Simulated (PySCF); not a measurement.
**Highest orbital energy against ionisation energy along the 5p block**

Calculated with PySCF 2.14, no spin-orbit coupling. Each cell gives −ε(HOMO) / ΔSCF in eV; NIST values include spin-orbit coupling, (s) semi-empirical, (t) theoretical.

```csv
species,UHF,LDA,PBE,PBE0,r2SCAN,NIST (lowest levels)
"In⁺ (aug-cc-pVQZ-PP with ECP28MDF, ECP)",17.281 / 17.009,15.370 / 19.494,14.980 / 19.049,15.776 / 18.716,15.199 / 18.803,18.870
"Sn⁺ (aug-cc-pVQZ-PP with ECP28MDF, ECP)",14.046 / 13.755,10.690 / 14.404,10.626 / 14.222,11.631 / 14.261,10.963 / 14.389,14.633
"Sb⁺ (aug-cc-pVQZ-PP with ECP28MDF, ECP)",16.398 / 16.005,12.629 / 16.656,12.560 / 16.467,13.688 / 16.531,12.947 / 16.657,16.626 ± 0.025
"Te⁺ (aug-cc-pVQZ-PP with ECP28MDF, ECP)",18.836 / 18.356,14.596 / 18.935,14.532 / 18.754,15.796 / 18.858,14.998 / 19.014,18.6 ± 0.4
"I⁺ (aug-cc-pVQZ-PP with ECP28MDF, ECP)",18.375 / 17.663,14.694 / 19.024,14.534 / 18.709,15.742 / 18.726,14.840 / 18.747,19.131
"Xe⁺ (aug-cc-pVQZ-PP with ECP28MDF, ECP)",20.871 / 20.068,16.741 / 21.369,16.582 / 21.052,17.917 / 21.101,16.937 / 21.120,20.975 (s)
```

Question: How far is −ε(HOMO) from ΔSCF on average for each method, and why?

Answer: UHF 0.49 eV; LDA -4.19 eV; PBE -4.07 eV; PBE0 -2.94 eV; r2SCAN -3.81 eV. Hartree-Fock orbital energies lack relaxation and so exceed the ΔSCF value; semilocal functionals have convex E(N) from self-interaction, so their HOMO lies far too high; exact exchange moves hybrids part of the way back.
